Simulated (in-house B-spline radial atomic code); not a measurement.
Response of Ag II (Ag+) as one setting changes: the radius of a hard wall (bohr). Method: LDA VWN5. A dash marks a strongly mixed or unbound state. A box has no continuum, so excitations may lie above minus the highest level. Computed with a B-spline radial code for spherical atoms: linear response of the closed shell [Kr] 4d10 with the functional's adiabatic kernel; scalar-relativistic (spin-free one-electron X2C), finite nucleus, no spin-orbit coupling, no double excitations, S, P, D and F terms only; shells from n = 2 respond. Only terms of natural parity with L up to 3 were computed.

```csv
radius of a hard wall (bohr),lowest 1P (eV),"lowest 3P, Tamm-Dancoff (eV)",minus highest occupied level (eV),α (bohr³)
2.5,4d → 5p 48.87,4d → 5p 45.73,-1.215,2.404
3,4d → 5p 29.921,4d → 5p 27.215,8.099,3.792
3.5,4d → 5p 21.142,4d → 5p 18.838,12.216,5.353
4,4d → 5p 16.622,4d → 5p 14.665,14.155,6.856
4.5,?,?,?,?
5.5,4d → 5p 11.644,4d → 5p 10.355,15.746,9.761
6.5,4d → 5p 10.677,4d → 5p 9.604,15.888,10.44
8,4d → 5p 10.184,4d → 5p 9.259,15.919,10.7
10,?,?,?,?
15,4d → 5p 10.022,4d → 5p 9.165,15.922,10.74
```

(1) What belongs in the row for 4.5?

(2) What belongs in the row for 10?

Results:

(1) lowest 1P (eV): 4d → 5p 14.088; lowest 3P, Tamm-Dancoff (eV): 4d → 5p 12.412; minus highest occupied level (eV): 15.087; α (bohr³): 8.126.

(2) lowest 1P (eV): 4d → 5p 10.045; lowest 3P, Tamm-Dancoff (eV): 4d → 5p 9.175; minus highest occupied level (eV): 15.922; α (bohr³): 10.74.
